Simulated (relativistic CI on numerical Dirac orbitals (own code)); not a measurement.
## Level scheme of Au⁴³⁺

These numbers are calculated, not measured: Dirac-Coulomb-Breit CI, orbitals from a KLI potential per configuration, model QED (radiative potential, 1s self-energy scaled to tabulated hydrogen-like ionisation energies), unscaled Slater integrals (own radial code, finite nucleus).

Configuration list (outside the closed core [Ar] 3d10): 4s2 4p6, 4s2 4p5 4d, 4s 4p6 4d, 4s2 4p5 4f, 4s 4p6 4f, 4p6 4d 4f, 4s2 4p5 5s, 4p6 4d2, 4p5 4d3, 4p5 4d2 4f, 4p5 4d2 5s, 4p6 4f2, 4p5 4d 4f2, 4p5 4f3, 4p5 4f2 5s. Double excitations out of closed p, d and f shells are left out; levels of such configurations are missing from the list, as are those of other unlisted configurations, and high levels can miss mixing partners.

| No. | Configuration | Term | J | E (eV) | % | Next component (%) | Landé g | Lifetime (s) |
| --- | --- | --- | --- | --- | --- | --- | --- | --- |
| 1 | 4s2 4p6 | 1S | 0 | 0.000 | 100 |  |  |  |
| 2 | 4s2 4p5 4d | 3P° | 0 | 166.226 | 100 |  |  |  |
| 3 | 4s2 4p5 4d | 3P° | 1 | 171.709 | 72 | 27 3D° | 1.216 | 1.82e-10 |
| 4 | 4s2 4p5 4d | 3F° | 3 | 174.665 | 57 | 35 1F° | 1.068 | 3.82e-02 |
| 5 | 4s2 4p5 4d | 3D° | 2 | 176.305 | 53 | 19 3F° | 1.077 | 1.85e-03 |
| 6 | 4s2 4p5 4d | 3F° | 4 | 198.091 | 100 |  | 1.245 | 1.29e-05 |
| 7 | 4s2 4p5 4d | 1D° | 2 | 200.957 | 47 | 43 3P° | 1.200 | 6.57e-06 |
| 8 | 4s2 4p5 4d | 3D° | 3 | 207.052 | 69 | 29 1F° | 1.226 | 6.10e-06 |
| 9 | 4s2 4p5 4d | 1P° | 1 | 225.568 | 45 | 36 3D° | 0.909 | 9.58e-13 |
| 10 | 4s2 4p5 4d | 3F° | 2 | 303.512 | 72 | 22 1D° | 0.767 | 4.73e-08 |
| 11 | 4s2 4p5 4d | 1P° | 1 | 327.514 | 54 | 36 3D° | 0.860 | 2.74e-13 |
| 12 | 4s2 4p5 4d | 3P° | 2 | 331.934 | 43 | 39 3D° | 1.268 | 4.71e-08 |
| 13 | 4s2 4p5 4d | 3F° | 3 | 334.716 | 41 | 35 1F° | 1.107 | 4.40e-08 |
| 14 | 4s2 4p5 4f | 3D | 1 | 399.424 | 80 | 20 4s 4p6 4d 3D | 0.495 | 6.46e-12 |
| 15 | 4s2 4p5 4f | 3D | 2 | 406.371 | 65 | 18 3F | 1.069 | 3.53e-12 |
| 16 | 4s2 4p5 4f | 3G | 4 | 413.030 | 57 | 39 1G | 1.034 | 1.61e-12 |
| 17 | 4s2 4p5 4f | 3F | 3 | 415.583 | 57 | 25 3D | 1.105 | 1.86e-12 |
| 18 | 4s2 4p5 4f | 3G | 5 | 417.697 | 100 |  | 1.195 | 2.03e-12 |
| 19 | 4s2 4p5 4f | 1F | 3 | 419.405 | 59 | 23 3D | 1.047 | 2.16e-12 |
| 20 | 4s2 4p5 4f | 3F | 4 | 425.346 | 69 | 27 1G | 1.170 | 1.91e-12 |
| 21 | 4s2 4p5 4f | 1D | 2 | 427.165 | 57 | 37 3F | 0.883 | 1.85e-12 |
| 22 | 4s 4p6 4d | 3D | 1 | 440.257 | 80 | 20 4s2 4p5 4f 3D | 0.494 | 3.75e-13 |
| 23 | 4s 4p6 4d | 3D | 2 | 441.235 | 55 | 27 1D | 1.103 | 4.80e-13 |
| 24 | 4s 4p6 4d | 3D | 3 | 461.457 | 91 | 4 4s2 4p5 4f 3F | 1.307 | 4.90e-13 |
| 25 | 4s 4p6 4d | 1D | 2 | 469.669 | 72 | 26 3D | 1.040 | 4.98e-13 |
| 26 | 4s2 4p5 4f | 3G | 3 | 543.659 | 71 | 20 1F | 0.825 | 1.58e-12 |
| 27 | 4s2 4p5 4f | 3F | 2 | 551.101 | 44 | 37 1D | 0.882 | 1.50e-12 |
| 28 | 4s2 4p5 4f | 3D | 3 | 552.611 | 51 | 31 3F | 1.193 | 1.45e-12 |
| 29 | 4s2 4p5 4f | 3G | 4 | 552.912 | 39 | 34 1G | 1.082 | 2.02e-12 |
| 30 | 4s 4p6 4f | 3F° | 2 | 672.335 | 100 |  | 0.662 | 4.37e-13 |

Energies count from the lowest computed level; ° marks odd parity; lifetimes are radiative, by E1, M1, E2, M2, E3 decay to levels of this space only; some are left blank where a channel outside the calculation adds to the decay or the decay crosses a small, uncertain gap.

The mean weight of the leading LS term, summed over parents, in these 30 levels is 67 %, and that of the leading jj configuration (from the same eigenvectors) 92 %, so jj coupling describes them better and the LS labels are nominal.

At this charge energies of transitions that change n are usually good to better than 1 %, and those within a shell (Δn = 0) to a few per cent.

LS names give the leading component of a level, which can be under half, so a name can repeat, a term be missing and a line seem to break the LS rules.
